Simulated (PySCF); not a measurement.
**OsOI₂, triplet: molecular constants**

Computed with UPBE0/[Os def2-SVP with ECP60, O def2-SVP, I def2-SVP with ECP28], scalar-relativistic core potentials, density fitting, no spin–orbit coupling, PySCF.

The structure is a minimum.

```json
{
 "Point group": "C2v",
 "Bond lengths": "Os–I 2.572 Å (×2), Os–O 1.675 Å",
 "Bond angles": "I–Os–I 147.3°, I–Os–O 106.3° (×2)",
 "Rotational symmetry number": "2",
 "Spin squared ⟨S²⟩": "2.016",
 "Rotational constants": "0.1354, 0.0109, 0.01009 cm⁻¹",
 "Atomisation energy without zero-point energy": "968 kJ/mol",
 "Principal quadrupole moments (Buckingham, traceless) about the centre of mass": "-3.36, -0.13, 3.49 D Å",
 "Dipole moment": "1.28 D",
 "Entropy at 298.15 K and 1 bar (electronic part: spin only)": "389.1 J/(mol K)",
 "Highest occupied level (α)": "-6.50 eV",
 "Heat capacity Cp at 298.15 K": "74.7 J/(mol K)",
 "Enthalpy at 298.15 K above 0 K": "19.18 kJ/mol",
 "Lowest empty level (α)": "-4.63 eV",
 "Zero-point energy": "9.9 kJ/mol",
 "Principal polarisabilities": "59.3, 71.7, 189.2 bohr³"
}
```

Harmonic modes (masses in u: Os 191.961, O 15.995, I 126.904):
```tsv
symmetry	ω (cm⁻¹)	IR (km/mol)	μ (u)	type
a1	57	0.0	113.88	bend
b1	67	1.9	32.21	bend
b2	91	7.9	17.11	bend
a1	178	0.4	125.03	stretch
b2	222	56.4	155.95	stretch
a1	1041	47.4	17.23	stretch
```

In C2v the vibrations span 3a1 + b1 + 2b2. Here b1 is antisymmetric to the molecular plane and b2 lies in it.

Charges (e):
| atom | Mulliken | Löwdin | polar tensor | spin (Mulliken) | Mayer order to Os1 |
| --- | --- | --- | --- | --- | --- |
| Os1 | 0.44 | -0.39 | 1.28 | 1.31 | – |
| O2 | -0.21 | 0.03 | -0.46 | 0.19 | 2.14 |
| I3,4 | -0.12 | 0.18 | -0.41 | 0.25 | 1.20 |

Mulliken populations on Os1 (electrons outside its core potential): s 2.85, p 6.34, d 6.30, f 0.06.

Outer orbital energies (eV). α occupied: -10.51, -9.87, -8.75, -8.72, -8.38, -8.35, -7.53, -6.50; empty: -4.63, -3.03, -0.65, 0.39. β occupied: -12.08, -11.17, -9.26, -8.96, -8.54, -8.25, -8.12, -7.92; empty: -4.57, -4.11, -3.05, -2.63.

Formally Os is in oxidation state +4, d4, with 2 unpaired electrons (the high-spin count would be 4). The Mulliken spin on Os is 1.31. The polar-tensor charge on Os, 1.28, is far below the formal one.

Other isomers or separated fragments may lie lower. With open d or f shells other occupations or spin states may lie lower. With an element this heavy the missing spin–orbit coupling can shift these numbers.

The final relaxation and frequency run took about 4 core-minutes on a shared host.
